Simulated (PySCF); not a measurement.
Isomers of C7H10SSi, mass 154.027 u with the commonest isotopes. Method: PBE0/pcSseg-1 in PySCF (dipole) on a GFN2-xTB geometry, gas phase. One conformer each, none proved a minimum here; rigid rotors.

Question: Order these by dipole moment, largest first.
A. `[CH3:1][S:2][C:3]1=[CH:4][C@@:5]2([SiH3:6])[CH:7]=[CH:8][C@@H:9]12` with C1–S2–C3–C4 1°
B. `[CH2:1]=[C:2]1[SiH2:3][CH2:4][CH:5]=[C:6]1[C:7]([CH3:8])=[S:9]` with C5–C6–C7–C8 145°, C1–C2–Si3–C4 -156°, C2–Si3–C4–C5 -15°, Si3–C4–C5–C6 11°, C1–C2–C6–C5 159°
C. `[SiH3:1][CH2:2][c:3]1[cH:4][cH:5][c:6]([SH:7])[cH:8][cH:9]1` with Si1–C2–C3–C4 91°, C5–C6–S7–H 0°

Answer: B (3.01 D), C (1.44 D), A (1.27 D).

Question: Order these by out-of-plane moment Σ m c² = (Ia + Ib − Ic)/2, smallest first.
A. `[SiH3:1][CH2:2][c:3]1[cH:4][cH:5][c:6]([SH:7])[cH:8][cH:9]1` with Si1–C2–C3–C4 91°, C5–C6–S7–H 0°
B. `[CH2:1]=[C:2]1[SiH2:3][CH2:4][CH:5]=[C:6]1[C:7]([CH3:8])=[S:9]` with C5–C6–C7–C8 145°, C1–C2–Si3–C4 -156°, C2–Si3–C4–C5 -15°, Si3–C4–C5–C6 11°, C1–C2–C6–C5 159°
C. `[CH3:1][S:2][C:3]1=[CH:4][C@@:5]2([SiH3:6])[CH:7]=[CH:8][C@@H:9]12` with C1–S2–C3–C4 1°

Answer: B (28.54 u·Å²), A (48.91 u·Å²), C (56.15 u·Å²).

Question: Order these by rotational constant B, smallest first.
A. `[CH2:1]=[C:2]1[SiH2:3][CH2:4][CH:5]=[C:6]1[C:7]([CH3:8])=[S:9]` with C5–C6–C7–C8 145°, C1–C2–Si3–C4 -156°, C2–Si3–C4–C5 -15°, Si3–C4–C5–C6 11°, C1–C2–C6–C5 159°
B. `[SiH3:1][CH2:2][c:3]1[cH:4][cH:5][c:6]([SH:7])[cH:8][cH:9]1` with Si1–C2–C3–C4 91°, C5–C6–S7–H 0°
C. `[CH3:1][S:2][C:3]1=[CH:4][C@@:5]2([SiH3:6])[CH:7]=[CH:8][C@@H:9]12` with C1–S2–C3–C4 1°

Answer: B (508.9 MHz), C (720.4 MHz), A (809.1 MHz).

| SMILES | point group | Ia (u·Å²) | Ib (u·Å²) | Ic (u·Å²) | κ | μa (D) | μb (D) | μc (D) |
| --- | --- | --- | --- | --- | --- | --- | --- | --- |
| [SiH3]Cc1ccc(S)cc1 | – | 142.36 | 993.02 | 1037.55 | -0.99 | 0.98 | 0.96 | 0.43 |
| CSC1=C[C@@]2([SiH3])C=C[C@@H]12 | C1 | 215.73 | 701.51 | 804.93 | -0.89 | 0.45 | 0.60 | 1.02 |
| C=C1[SiH2]CC=C1C(C)=S | C1 | 238.33 | 624.65 | 805.90 | -0.76 | 2.81 | 0.83 | 0.68 |
